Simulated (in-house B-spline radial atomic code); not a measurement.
**LDA VWN5 excitations of the nitrogen ion N³⁺**

Method: LDA VWN5. Computed with a B-spline radial code for spherical atoms: linear response of the closed shell [He] 2s2 with the functional's adiabatic kernel; scalar-relativistic (spin-free one-electron X2C), finite nucleus, no spin-orbit coupling, no double excitations, S, P, D and F terms only.

Command:
```bash
python run_td.py task.json out
```
Settings (radii: box in bohr, nucleus in fm):
```
Z                        7
electrons                4
configuration            [He] 2s2
hamiltonian              x2c
method                   lda,vwn
box_radius               23.08
rms_radius               2.5582
intervals                74
```

Cost of the run: 0.1 s on 1 thread of Intel(R) Xeon(R) 6975P-C (Granite Rapids), with other jobs on the host.

The lowest states, in the order of their Tamm-Dancoff energies; the method's threshold (minus the highest occupied level) is 67.80 eV. Labels give the largest channel, * marks a mixed state, and oscillator strengths are full-response dipole values. Semilocal kernels can invert the small singlet-triplet splittings of Rydberg terms. Energies in eV:

```csv
state,full response,Tamm-Dancoff,oscillator strength
2s → 2p 3P,7.132,7.729,-
2s → 2p 1P,14.970,15.892,0.577
2s → 3s 3S,44.93,44.94,-
2s → 3s 1S,46.15,46.18,-
2s → 3p 3P,47.72,47.73,-
2s → 3p 1P,47.90,47.91,0.321
2s → 3d 3D,49.67,49.68,-
2s → 3d 1D,?,?,-
2s → 4s 3S,56.96,56.96,-
2s → 4s 1S,57.30,57.30,-
2s → 4p 3P,57.95,57.96,-
2s → 4p 1P,58.02,58.02,0.084
2s → 4d 3D,?,?,-
2s → 4d 1D,58.94,58.95,-
2s → 4f 1F,59.62,59.62,-
2s → 4f 3F,59.71,59.71,-
```

(1) Where does 2s → 4d 3D lie?

(2) Where does 2s → 3d 1D lie?

(3) How large is the singlet-triplet splitting of 2s → 2p (P terms) in Tamm-Dancoff?

(4) What polarisabilities and dispersion coefficient does the method give?

Answers

(1) At 58.78 eV in full response, 58.78 eV in Tamm-Dancoff.

(2) At 50.15 eV in full response, 50.15 eV in Tamm-Dancoff.

(3) 8.16 eV, from the unrounded values.

(4) Dipole 2.102 bohr³, quadrupole 1.489 bohr⁵, C6 2.058 hartree·bohr⁶ for two such species.
